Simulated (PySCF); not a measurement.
Species: C7H4S.
Cartesian coordinates in Å at the GFN2-xTB level; atoms count from 1:
```xyz
12
C7H4S angstrom
C     -0.2987    2.2641   -3.1707
C     -0.3140    1.5797   -2.1797
C     -0.3267    0.8196   -1.0550
C     -0.3687    0.1225   -0.0697
C     -0.3635   -0.6460    1.1475
S      0.1340    0.4569    2.5888
C      0.5740   -1.7440    1.0656
C      1.3762   -2.6292    0.9974
H     -0.2840    2.8557   -4.0358
H     -1.3665   -1.0186    1.3865
H     -0.8232    1.3586    2.3621
H      2.0622   -3.4201    0.9370
```

Vertical excitations from PySCF (density fitting, frozen core in the response, grid level 2 and gas phase unless stated; continuum runs use non-equilibrium linear response for the excitations) on a GFN2-xTB geometry. Reference run:

```json
{"settings": "PBE0/def2-SVPD, full TDDFT, 6 singlets", "S1, eV (f)": "4.50 (0.014)", "S2, eV (f)": "4.60 (0.021)", "S3, eV (f)": "4.75 (0.002)", "S4, eV (f)": "4.90 (0.003)", "S5, eV (f)": "5.57 (0.004)", "S6, eV (f)": "5.81 (0.011)", "T1, eV (Tamm–Dancoff)": "3.60", "mean α (au)": "109.6"}
```

Problem. What do these settings give: B97-2/pcseg-1, energy threshold 1e-08 Eh, full TDDFT, 6 singlets?

Solution. 
```tsv
settings	S1, eV (f)	S2, eV (f)	S3, eV (f)	S4, eV (f)	S5, eV (f)	S6, eV (f)	T1, eV (Tamm–Dancoff)	mean α (au)
B97-2/pcseg-1, energy threshold 1e-08 Eh, full TDDFT, 6 singlets	4.50 (0.022)	4.60 (0.012)	4.73 (0.002)	4.88 (0.004)	5.47 (0.003)	5.79 (0.053)	3.74	94.0
```

S1 stays within 0.01 eV; functional and basis change together, so the shift can't be laid on one. States are counted by energy in each run and needn't keep their character from row to row.

Problem. Which orbital pairs make up S1 in each run, and how does it sit against the orbital gap?

Solution. 
| settings | S1 configurations (weight) | S1 (eV) | orbital gap (eV) | S1 − gap (eV) |
| --- | --- | --- | --- | --- |
| PBE0/def2-SVPD, full TDDFT, 6 singlets | H→L 0.48, H−1→L 0.33, H→L+1 0.09 | 4.50 | 5.82 | -1.32 |
| B97-2/pcseg-1, energy threshold 1e-08 Eh, full TDDFT, 6 singlets | H→L 0.69, H−1→L 0.18 | 4.50 | 5.56 | -1.06 |

One conformer stands for the species.
